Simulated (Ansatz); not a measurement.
`[SiH3]CB[AsH2]`. Charge 0, multiplicity 1.

Cartesian coordinates in Å:
```
Si 0.2968 1.7140 -0.5514
C 0.2849 0.4000 0.8128
B 0.4295 -0.9740 0.1378
As -1.1257 -1.9921 -0.6308
H -0.9042 1.5661 -1.4132
H 0.2827 3.0644 0.0703
H 1.5124 1.5880 -1.3964
H -0.6517 0.5576 1.3559
H 1.1338 0.6557 1.4551
H 1.5167 -1.3990 -0.1325
H -2.1099 -1.8065 0.5085
H -0.6653 -3.3742 -0.2162
```

(1) List the harmonic frequencies (cm⁻¹, unscaled) at PBE0-D4/def2-TZVP in Ansatz. (An estimate is asked.)

(2) Is this a minimum?

(3) Give the ideal-gas thermochemistry at 298.15 K and 1 bar (rigid rotor, harmonic oscillator; point group C1, symmetry number 1).

(4) Rotational constants (cm⁻¹)?

Answers

(1) Ansatz gave: 45, 110, 139, 240, 253, 437, 539, 551, 606, 654, 671, 805, 856, 922, 948, 949, 958, 988, 1016, 1079, 1173, 1426, 2223, 2230, 2232, 2235, 2252, 2606, 3055, 3118.

(2) Yes, all 30 modes are real.

(3) Zero-point energy 211.2 kJ/mol; H(298) − E = 233.6 kJ/mol; entropy 364.4 J/(mol·K), of which translation 169.9, rotation 115.5, vibration 79.0; G(298) − E = 124.9 kJ/mol. Modes under 100 cm⁻¹ are hindered rotations or soft bends, so the harmonic entropy is rough.

(4) 0.3046, 0.04086, 0.03839.
